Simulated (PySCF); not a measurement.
**Bond length, frequency and bond energy of SiHg⁺ by level of theory**

State: ²Π (doublet), unpaired electrons π ↑. Set-up: PySCF, scalar-relativistic core potentials, basis sets Si def2-SVP, Hg def2-SVP with ECP60. De refers to Si⁺ + Hg in their high-spin ground configurations, without counterpoise correction. The functionals are run spin-unrestricted. A positive dipole points towards Hg; it is taken about the centre of mass and depends on that origin.

```json
{"Level": "UHF", "Re (Å)": "2.797", "ωe (cm⁻¹)": "167", "De (eV)": "0.90", "μ (D)": "-4.65", "CPU s a point (SCF and correlation, without the integrals)": "0.17"}
{"Level": "UHF-MP2", "Re (Å)": "2.620", "ωe (cm⁻¹)": "216", "De (eV)": "1.01", "μ (D)": "n/a", "CPU s a point (SCF and correlation, without the integrals)": "0.29"}
{"Level": "UHF-SCS-MP2", "Re (Å)": "2.645", "ωe (cm⁻¹)": "210", "De (eV)": "0.94", "μ (D)": "n/a", "CPU s a point (SCF and correlation, without the integrals)": "n/a"}
{"Level": "UHF-CCSD", "Re (Å)": "2.673", "ωe (cm⁻¹)": "196", "De (eV)": "1.00", "μ (D)": "n/a", "CPU s a point (SCF and correlation, without the integrals)": "n/a"}
{"Level": "UHF-CCSD(T)", "Re (Å)": "2.657", "ωe (cm⁻¹)": "201", "De (eV)": "1.06", "μ (D)": "n/a", "CPU s a point (SCF and correlation, without the integrals)": "12"}
{"Level": "LDA", "Re (Å)": "2.542", "ωe (cm⁻¹)": "232", "De (eV)": "1.69", "μ (D)": "-4.66", "CPU s a point (SCF and correlation, without the integrals)": "0.4"}
{"Level": "PBE", "Re (Å)": "2.625", "ωe (cm⁻¹)": "206", "De (eV)": "1.46", "μ (D)": "-4.72", "CPU s a point (SCF and correlation, without the integrals)": "0.64"}
{"Level": "PBEsol", "Re (Å)": "2.579", "ωe (cm⁻¹)": "221", "De (eV)": "1.58", "μ (D)": "-4.60", "CPU s a point (SCF and correlation, without the integrals)": "0.45"}
{"Level": "revPBE", "Re (Å)": "2.654", "ωe (cm⁻¹)": "198", "De (eV)": "1.36", "μ (D)": "-4.75", "CPU s a point (SCF and correlation, without the integrals)": "0.46"}
{"Level": "r²SCAN", "Re (Å)": "2.599", "ωe (cm⁻¹)": "216", "De (eV)": "1.50", "μ (D)": "-4.40", "CPU s a point (SCF and correlation, without the integrals)": "0.98"}
{"Level": "PBE0", "Re (Å)": "2.628", "ωe (cm⁻¹)": "209", "De (eV)": "1.41", "μ (D)": "-4.48", "CPU s a point (SCF and correlation, without the integrals)": "1.1"}
{"Level": "HSE06", "Re (Å)": "2.636", "ωe (cm⁻¹)": "207", "De (eV)": "1.40", "μ (D)": "-4.57", "CPU s a point (SCF and correlation, without the integrals)": "0.9"}
```

**Question.** Which functional lies closest to UHF-CCSD(T) in De, which farthest, and by how much do they differ from it?

**Answer.** Closest is revPBE (-0.3 pm in Re, -1.5 % in ωe, +0.30 eV in De against UHF-CCSD(T) in the same basis), farthest LDA (-11.5 pm in Re, +15.4 % in ωe, +0.63 eV in De). CCSD(T) converges more slowly with the basis than the functionals do and binds too weakly in this one, so the order can change at the basis-set limit.

**Question.** What does the step from GGA to meta-GGA do here, going from PBE to r²SCAN?

**Answer.** r²SCAN less PBE: -2.6 pm in Re, +4.9 % in ωe, +0.04 eV in De. 

**Question.** What does the gradient correction do here, going from LDA to PBE?

**Answer.** PBE less LDA: +8.3 pm in Re, -11.2 % in ωe, -0.23 eV in De. The gradient correction favours the more uneven density of free atoms, so it tends to lengthen bonds and takes away much of the overbinding of LDA; so it does here.

Correlated steps freeze 5 core orbitals. Correlated levels converge slowly with the basis: in double zeta they bind strong bonds too weakly, by up to about 1 eV, and carry superposition errors of some tenths. These are scalar-relativistic numbers at best; spin–orbit coupling would shift them, the dissociation energy most. For an ion De counts to the pair picked by the measured ionisation energies or electron affinities, which need not be the lowest pair at this level. The state was picked by a PBE0 search and need not be the measured ground state.

The whole job (state search and all levels along the bond) took about 3.1 min on 1 thread of Arm Neoverse V1 (shared host), peak memory 0.6 GiB.
